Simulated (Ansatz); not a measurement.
C7H12 (`CC#CCCCC`) at its PBE0-D4/def2-TZVP geometry, where that method's forces vanish. The species carries charge 0 and has multiplicity 1.

```csv
atom,x (Å),y (Å),z (Å)
C1,1.624,-2.604,-1.916
C2,0.526,-1.784,-1.439
C3,-0.388,-1.109,-1.044
C4,-1.477,-0.271,-0.565
C5,-1.000,1.035,0.072
C6,-0.158,0.827,1.319
C7,0.325,2.133,1.925
H8,2.544,-2.390,-1.366
H9,1.402,-3.667,-1.794
H10,1.820,-2.423,-2.976
H11,-2.150,-0.048,-1.399
H12,-2.071,-0.836,0.164
H13,-0.425,1.602,-0.668
H14,-1.879,1.641,0.319
H15,-0.744,0.270,2.059
H16,0.699,0.193,1.068
H17,-0.515,2.776,2.204
H18,0.943,2.691,1.215
H19,0.924,1.962,2.822
```

(1) For each bond, give half the difference of the two atoms' forces along it (eV/Å; positive pushes the atoms apart) under PBE-D4, r2SCAN-D4, B3LYP-D4, ωB97M-V in def2-TZVPP. (Estimate.)

Results:

(1) Computed: 
```csv
bond,length (Å),PBE-D4,r2SCAN-D4,B3LYP-D4,ωB97M-V
C1–C2,1.451,-0.59,-0.20,0.20,0.53
C1–H8,1.093,0.14,0.00,-0.05,-0.13
C1–H9,1.093,0.14,0.00,-0.05,-0.14
C1–H10,1.093,0.14,0.00,-0.05,-0.14
C3–C4,1.455,-0.60,-0.23,0.14,0.48
C4–C5,1.530,0.05,0.14,0.15,0.07
C4–H11,1.095,0.13,-0.02,-0.09,-0.16
C4–H12,1.097,0.15,-0.01,-0.08,-0.16
C5–C6,1.519,0.00,0.07,0.14,0.13
C5–H13,1.095,0.11,-0.05,-0.10,-0.10
C5–H14,1.096,0.10,-0.05,-0.11,-0.10
C6–H15,1.097,0.11,-0.04,-0.09,-0.11
C7–H18,1.094,0.11,-0.03,-0.06,-0.08
C7–H19,1.092,0.09,-0.04,-0.08,-0.08
```

B3LYP here is the variant with VWN-RPA as its local correlation; programs differ in this.
